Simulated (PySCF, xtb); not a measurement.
H4HfO4, SMILES [OH][Hf]([OH])([OH])[OH] (connectivity only; charge and spin as stated), charge -1, multiplicity 2. The values are those of a single conformer.

Harmonic wavenumbers (cm⁻¹) from xtb 6.7.1 with GFN2-xTB at its own minimum, in rising order: 76, 129, 164, 164, 217, 310, 352, 355, 396, 420, 426, 449, 449, 640, 642, 660, 666, 3559, 3562, 3563, 3566.

**Question.** What does PBE0-D3(BJ)/def2-SVPD run with PySCF give at its own minimum? (An estimate is asked for; the answer gives what the named calculation found.)

**Answer.** 93, 95, 137, 153, 159, 205, 259, 278, 298, 435, 463, 521, 536, 550, 563, 573, 598, 3918, 3919, 3956, 3962. Paired by order, the mean absolute difference is 122 cm⁻¹ and the zero-point energies are 29.7 and 31.0 kcal/mol.
